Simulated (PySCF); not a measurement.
Species: C₆H₁₁N.
SMILES with atom numbers: `[CH2:1]=[C:2]1[CH2:3][CH2:4][C@H:5]([NH2:6])[CH2:7]1` (hydrogens: H8, H9 on C1; H10, H11 on C3; H12, H13 on C4; H14 on C5; H15, H16 on N6; H17, H18 on C7)

Geometry (GFN2-xTB, Å), atoms numbered from 1 in this order:
```
atom  x, y, z in Å
C1    -2.221    0.925   -0.121
C2    -1.066    0.287   -0.189
C3    -0.770   -1.051    0.438
C4     0.652   -1.399   -0.012
C5     1.319   -0.043   -0.276
N6     1.859    0.485    0.965
C7     0.172    0.792   -0.878
H8    -2.368    1.889   -0.579
H9    -3.070    0.505    0.392
H10   -0.824   -0.970    1.527
H11   -1.496   -1.805    0.133
H12    1.204   -1.964    0.736
H13    0.624   -1.976   -0.937
H14    2.159   -0.136   -0.973
H15    1.113    0.609    1.641
H16    2.287    1.391    0.809
H17    0.099    0.604   -1.952
H18    0.318    1.864   -0.736
```

Computed at PBE0/pcSseg-1 (PySCF, non-relativistic), with Q(14N) = 0.02044 b: N6, 14N (I = 1): χzz = -5.527 MHz, η = 0.092.

Q: Find the zero-field quadrupole resonance frequencies of 14N at N6.

A: From ν± = (3/4)|χ|(1 ± η/3) and ν0 = |χ|η/2: ν+ 4.273 MHz, ν− 4.018 MHz, ν0 0.255 MHz (primary amine nitrogen).

In a crystal, neighbours and librations shift these lines. The structure is a single GFN2-xTB conformer in the gas phase; no vibrational or solvent corrections. GFN2-xTB bond lengths can be off by several hundredths of an ångström, more for odd bonds, and the gradients follow them. With a basis this small, the couplings can be 20 % off.
